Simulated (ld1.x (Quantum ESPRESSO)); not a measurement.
**lithium RRKJ: all-electron and pseudo phase curves**

Li, norm-conserving RRKJ (Kleinman–Bylander form), made with ld1.x (Quantum ESPRESSO) 7.5 (PBE, scalar-relativistic). Core [He], reference 2s1 2p0. Waves: 2p (bound, empty): rc 4.20 bohr; 2s (bound): rc 2.65 bohr. Local part: the s channel. Core correction: none. rho0 = 0.01.

The phase is arctan(r·u′/u) with u = r·R(r), unwrapped; energies in Ry, scanned from -2 to 5 Ry. A pole is an energy at which the radial function vanishes at the test radius. The pseudo phase is shifted by a multiple of π to meet the all-electron one at the reference energy, and phase errors are pseudo minus all-electron; the curves can meet again beyond the range given. Levels narrower than the energy grid can be missing from the lists of poles.

Problem. For each channel, where are the poles, and over which energies does the pseudopotential scatter like the atom?

Solution.

| channel | radius (bohr) | reference energy (Ry) | poles, all-electron | poles, pseudo | unbroken range about the reference energy with phases within 0.05 rad | phase error 1 Ry above the reference energy (rad) |
| --- | --- | --- | --- | --- | --- | --- |
| s | 4.57 | -0.21 | 0.07, 1.95, 4.94 | 0.07, 1.82, 4.25 | below 0.7 | -0.117 |
| p | 4.57 | -0.08 | 0.24, 1.80, 4.39 | 0.25, 2.09 | below 0.6 | +0.621 |

Phases in the p channel:

| E (Ry) | all-electron | pseudo |
| --- | --- | --- |
| -2.00 | 1.410 | 1.410 |
| -1.76 | 1.398 | 1.398 |
| -1.52 | 1.383 | 1.383 |
| -1.28 | 1.364 | 1.364 |
| -1.04 | 1.337 | 1.337 |
| -0.80 | 1.296 | 1.296 |
| -0.56 | 1.220 | 1.220 |
| -0.32 | 1.019 | 1.020 |
| -0.08 | -0.338 | -0.338 |
| 0.16 | -1.473 | -1.469 |
| 0.40 | -1.702 | -1.690 |
| 0.64 | -1.934 | -1.883 |
| 0.88 | -2.901 | -2.433 |
| 1.12 | -4.306 | -4.029 |
| 1.36 | -4.560 | -4.463 |
| 1.60 | -4.660 | -4.595 |
| 1.84 | -4.722 | -4.663 |
| 2.08 | -4.777 | -4.711 |
| 2.32 | -4.840 | -4.750 |
| 2.56 | -4.947 | -4.790 |
| 2.80 | -5.264 | -4.839 |
| 3.04 | -6.913 | -4.914 |
| 3.28 | -7.560 | -5.078 |
| 3.52 | -7.703 | -5.764 |
| 3.76 | -7.768 | -7.264 |
| 4.00 | -7.808 | -7.597 |
| 4.24 | -7.838 | -7.705 |
| 4.48 | -7.863 | -7.760 |
| 4.72 | -7.887 | -7.796 |
| 4.96 | -7.914 | -7.822 |
